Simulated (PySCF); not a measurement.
**Calculated NMR data**

- GFN2-xTB geometry
- NMR shieldings at PBE0/pcSseg-1/GIAO
- run in PySCF
- fast rotation and ring inversion assumed for equivalent nuclei, no relativistic terms, no solvent, single conformer

References, each an isolated molecule treated in the same way: ¹H (σref 31.72), ¹³C (σref 186.93) vs TMS. Where no couplings were computed, multiplicities follow the n + 1 count of equivalent neighbours, and m marks all less simple cases (inequivalent or close neighbours, rings, F or P nearby). Shifts are as computed. Against solution values, carbons near 30 ppm lie about +3 ppm off and those near 130 ppm about +5 ppm; carbons on Cl a further +6 ppm. Of 1211 compounds with measured shifts, 218 miss one by over three times the rms of a fit or turn the order of signals round; such compounds aren't used in these exercises. Carbons bonded to Cl come out too deshielded.

Compound 1 (C$_{8}$H$_{10}$Si). ¹H NMR (500 MHz, computed): δ 6.41 (d, 1H), 6.10 (m, 1H), 5.20 (m, 1H), 5.14 (m, 1H), 4.55 (m, 1H), 2.12 (m, 1H), 2.10 (m, 1H), 1.92 (d, 1H), 1.83 (m, 1H), 1.71 (m, 1H). ¹³C{¹H} NMR (computed): δ 148.6, 139.4, 134.6, 121.9, 103.8, 89.6, 23.4, 15.0. Structure: `InChI=1S/C8H10Si/c1-3-9-6-4-5-8(2)7-9/h1,4-5,9H,2,6-7H2/t9-/m0/s1`.

Compound 2 (C$_{3}$H$_{7}$ClOSi$_{2}$). ¹H NMR (500 MHz, computed): δ 4.85 (t, 2H), 4.01 (t, 3H), -0.15 (m, 2H). ¹³C{¹H} NMR (computed): δ 195.3, 30.5, -14.1. Structure: `O=C=C(Cl)[SiH2]C[SiH3]`.

Compound 3 (C$_{5}$H$_{8}$N$_{2}$Si). ¹H NMR (500 MHz, computed): δ 9.49 (s, 1H), 9.45 (s, 1H), 4.47 (s, 3H), 2.44 (s, 3H). ¹³C{¹H} NMR (computed): δ 159.3 (CH), 155.9 (CH), 147.1 (C), 132.6 (C), 21.0 (CH3). Structure: SMILES Cc1cnncc1[SiH3].
